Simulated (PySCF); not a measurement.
## How methods differ on the excitation energy of Ge²⁺

Ge²⁺ [Ar] 3d10 4s2 (1S) → Ge²⁺ [Ar] 3d9 4s2 4p1 (high-spin determinant), as a difference of total energies. Computed with PySCF 2.14 in x2c-TZVPPall with one added diffuse shell each of s, p, d type (7s6p5d1f, 57 functions), with the spin-free X2C one-electron Hamiltonian (Gaussian nucleus). Correlated levels: valence and next inner shell: [Ne] frozen. The calculations carry no spin-orbit coupling.

| method | excitation energy (eV) |
| --- | --- |
| UHF | 31.056 |
| LDA | 33.289 |
| PBE | 32.706 |
| PBE0 | 32.463 |
| r2SCAN | 32.413 |
| r2SCAN0 | 32.258 |
| BLYP | 32.660 |
| PBEsol | 32.870 |
| B3LYP | 32.562 |
| MP2 (valence and next inner shell) | 32.628 |
| SCS-MP2 (valence and next inner shell) | 32.453 |

Problem. How much does correlation contribute at MP2 (valence and next inner shell)?

Solution. 32.628 − (31.056) = 1.572 eV, measured against UHF.

A first-order spin-orbit estimate (lowest level to lowest level, LS coupling) adds -0.117 eV.

The determinant of the upper state mixes LS terms, which raises its energy above the lowest term, most at the Hartree-Fock and MP2 levels.
